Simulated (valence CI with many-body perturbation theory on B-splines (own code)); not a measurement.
**Cu15+: fill in the table**

Level of theory: configuration interaction combined with many-body perturbation theory (CI+MBPT): four valence electrons over a frozen Dirac-Fock core [Ne], a basis of 11 s, 11 p, 9 d, 7 f, 5 g, 2 h, 1 i functions for each j, with the one-electron correlation potential Σ1, the two-electron term Σ2, the three-electron term Σ3, Breit, model QED; selected CI, second order for the rest (own B-spline code, finite nucleus).

No measured levels were compared; by estimate levels of excited configurations hold to 0.05 to 0.15 % of their energy, terms of the ground configuration to about 0.5 %.

| Level | E (eV) |
| --- | --- |
| 3s2 3p2 3P_0 | 0.000 |
| 3s2 3p2 3P_1 | 2.305 |
| 3s2 3p2 3P_2 | 4.064 |
| 3s2 3p2 1D_2 | ? |
| 3s2 3p2 1S_0 | 15.347 |
| 3s 3p3 5S°_2 | 34.257 |
| 3s 3p3 3D°_1 | 44.752 |
| 3s 3p3 3D°_2 | ? |
| 3s 3p3 3D°_3 | 45.632 |
| 3s 3p3 3P°_0 | 51.296 |
| 3s 3p3 3P°_1 | 51.531 |
| 3s 3p3 3P°_2 | ? |
| 3s 3p3 1D°_2 | 56.452 |
| 3s 3p3 3S°_1 | 63.393 |
| 3s2 3p 3d 3F°_2 | 65.160 |
| 3s2 3p 3d 3F°_3 | 66.641 |
| 3s 3p3 1P°_1 | ? |
| 3s2 3p 3d 3F°_4 | ? |
| 3s2 3p 3d 3P°_2 | 73.357 |
| 3s2 3p 3d 3D°_1 | ? |

Names give the largest LS component (configuration and term), which can be under half, so a name can repeat, a term be missing and a line seem to break the LS rules; names also repeat where a configuration has a term twice.

Task: The levels stand in rising order. What does the calculation give for the missing energies?

Result: 3s2 3p2 1D_2 8.942; 3s 3p3 3D°_2 44.811; 3s 3p3 3P°_2 51.703; 3s 3p3 1P°_1 67.916; 3s2 3p 3d 3F°_4 68.966; 3s2 3p 3d 3D°_1 74.685.
